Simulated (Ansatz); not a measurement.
Program: Ansatz. Geometries: PBE0-D4/def2-TZVP. ΔE: electronic, gas phase. CBS: MP2 limit from def2 TZ/QZ plus the TZ coupled-cluster correction, frozen cores. This one scheme is used for every species. One conformer a species, not always the lowest.

Consider the ligand exchange at a B–O bond: `FBOCS` + `OBO` → `OBOBF` + `OCS`.

```tsv
species	SCS-MP2/def2-TZVPP energy (Eh)
`FBOCS`	-637.84511
`OBO`	-176.92032
`OBOBF`	-301.52416
`OCS`	-513.22828
```

**Question.** Work out ΔE.

**Answer.** ΔE = (-301.52416) + (-513.22828) − (-637.84511) − (-176.92032) = 0.01299 Eh = +0.35 eV. CCSD(T)/CBS gives +0.33 eV.

Largest T1 diagnostic among the species: 0.014.

In def2-TZVPP, CCSD(T) changes the Hartree–Fock value by +0.11 eV (the triples alone add +0.02 eV) and MP2 by +0.12 eV.
